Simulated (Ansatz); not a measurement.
C₃H₁₁InS (`[CH3][In-]([CH3])([CH3])[SH2+]`). Total charge 0; spin multiplicity 1. In: def2 effective core potential. The geometry is a stationary point of PBE0-D4/def2-TZVP. It is one conformer, not always the lowest.

```xyz
16

C    -1.681   -0.826    1.111
In   -0.167    0.390    0.133
C     1.210    1.564    1.326
C    -0.343    0.764   -2.001
S     1.617   -1.916   -0.275
H    -2.514   -0.199    1.440
H    -1.276   -1.324    1.995
H    -2.084   -1.582    0.433
H     1.495    1.031    2.235
H     2.113    1.804    0.762
H     0.740    2.505    1.623
H    -0.799   -0.084   -2.517
H     0.634    0.965   -2.448
H    -0.973    1.639   -2.180
H     0.632   -2.797   -0.037
H     1.398   -1.934   -1.599
```

Task: What is the dipole moment at ωB97M-V/def2-TZVPP? (Estimate.)

Result: Ansatz gave: 2.17 D, with components (0.54, -1.94, -0.82) D in this frame, pointing from negative to positive charge.

Task: And with PBE, r2SCAN, B3LYP? (An estimate is asked.)

Result: Ansatz gave: PBE 2.21 D, r2SCAN 2.23 D, B3LYP 2.19 D.

Task: Give the Mulliken charges with ωB97M-V, r2SCAN, B3LYP in def2-TZVPP. (Best estimate.)

Result: Computed: 
```json
{"atom": "C1", "ωB97M-V": "-0.65", "r2SCAN": "-0.50", "B3LYP": "-0.62"}
{"atom": "In2", "ωB97M-V": "0.70", "r2SCAN": "0.72", "B3LYP": "0.88"}
{"atom": "C3", "ωB97M-V": "-0.63", "r2SCAN": "-0.48", "B3LYP": "-0.60"}
{"atom": "C4", "ωB97M-V": "-0.65", "r2SCAN": "-0.50", "B3LYP": "-0.62"}
{"atom": "S5", "ωB97M-V": "-0.15", "r2SCAN": "-0.14", "B3LYP": "-0.16"}
{"atom": "H6", "ωB97M-V": "0.12", "r2SCAN": "0.08", "B3LYP": "0.10"}
{"atom": "H7", "ωB97M-V": "0.12", "r2SCAN": "0.07", "B3LYP": "0.09"}
{"atom": "H8", "ωB97M-V": "0.12", "r2SCAN": "0.07", "B3LYP": "0.09"}
{"atom": "H9", "ωB97M-V": "0.12", "r2SCAN": "0.07", "B3LYP": "0.10"}
{"atom": "H10", "ωB97M-V": "0.12", "r2SCAN": "0.07", "B3LYP": "0.10"}
{"atom": "H11", "ωB97M-V": "0.12", "r2SCAN": "0.07", "B3LYP": "0.09"}
{"atom": "H12", "ωB97M-V": "0.12", "r2SCAN": "0.07", "B3LYP": "0.09"}
{"atom": "H13", "ωB97M-V": "0.12", "r2SCAN": "0.07", "B3LYP": "0.09"}
{"atom": "H14", "ωB97M-V": "0.12", "r2SCAN": "0.08", "B3LYP": "0.10"}
{"atom": "H15", "ωB97M-V": "0.15", "r2SCAN": "0.14", "B3LYP": "0.14"}
{"atom": "H16", "ωB97M-V": "0.15", "r2SCAN": "0.14", "B3LYP": "0.14"}
```

B3LYP here is the variant with VWN-RPA as its local correlation; programs differ in this.
